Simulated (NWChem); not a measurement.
Molecule: CH6F2Si2; SMILES F[SiH2][SiH2]CF

```xyz
11

F      0.4146    -2.9310    -0.0221
C      0.6529    -1.6162     0.3131
Si    -0.7870    -0.5113    -0.2707
Si    -0.3311     1.7267     0.2744
F      1.1370     2.0968    -0.3427
H      1.5978    -1.2851    -0.1538
H      0.7846    -1.5388     1.4074
H     -2.0550    -0.9309     0.4027
H     -0.9525    -0.6533    -1.7487
H     -0.2684     1.9341     1.7526
H     -1.3352     2.6648    -0.3079
```
Atoms are numbered in this order, from 1.

Program: NWChem. Pople sets run with spherical d functions. Structure relaxed at the PBE0/def2-SVP level. Total energies compare along this basis series because the functional is fixed.

```
level             basis functions  energy (Ha)  highest occupied level (eV)  orbital gap (eV)  dipole (D)
----------------  ---------------  -----------  ---------------------------  ----------------  ----------
B3LYP/STO-3G                   39    -810.2992                        -4.04              9.57        0.90
B3LYP/3-21G                    65    -816.0532                        -7.75              7.44        1.49
B3LYP/6-31G*                   90    -820.4111                        -7.83              7.21        1.39
B3LYP/6-31+G*                 110    -820.4391                        -8.19              7.07        1.70
B3LYP/6-311G**                142    -820.5483                        -8.09              7.15        1.58
B3LYP/6-311++G**              168    -820.5603                        -8.24              7.04  (withheld)
```

Fill in the missing entries.


- B3LYP/6-311++G**, dipole (D): 1.77
